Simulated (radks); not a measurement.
The numbers below are computed, except where a source is named.
Ionisation of neutral zirconium, [Kr] 4d2 5s2, to [Kr] 4d2 5s1 as the strength of local exchange is varied. Code: a radial shooting solver on a logarithmic mesh with Libxc functionals. Model: Dirac Kohn-Sham, Slater X-alpha exchange (alpha = 2/3 is LDA exchange), no correlation, spin-unpolarised, spherical densities, finite nucleus; open shells are shared between the two j in proportion to 2j + 1; Fermi nuclear charge, rms radius 4.2694 fm.

| alpha | E(Zr) (hartree) | exchange (hartree) | IE (eV) | -e of the level emptied (eV) | <r> of it (bohr) |
|---|---|---|---|---|---|
| 0.588 | -3578.79452 | -93.50209 | 6.038 | 3.374 (5s1/2) | 3.855 |
| 0.61 | -3582.29455 | -97.09199 | 6.149 | 3.471 (5s1/2) | 3.834 |
| 0.667 | -3591.37815 | -106.42355 | 6.440 | 3.728 (5s1/2) | 3.779 |
| 0.716 | -3599.20454 | -114.48052 | 6.698 | 3.957 (5s1/2) | 3.733 |
| 0.824 | -3616.51219 | -132.35318 | 7.287 | 4.490 (5s1/2) | 3.632 |
| 0.847 | -3620.20831 | -136.17970 | 7.416 | 4.609 (5s1/2) | 3.612 |
| 1.019 | -3647.96253 | -165.02099 | 8.419 | 5.538 (5s1/2) | 3.462 |

NIST Atomic Spectra Database: 6.634 eV (measured). The Delta-SCF value meets it near alpha = 0.70. Spin polarisation and multiplet splitting are left out, so open shells lie too high by an amount that depends on their filling. Sharing an open shell by 2j + 1 raises it above the true ground level by a part of the spin-orbit splitting, which enters the differences from NIST.

Beside tabulated values, note that spin-unpolarised runs miss the spin-polarisation part of the exchange energy of open shells.
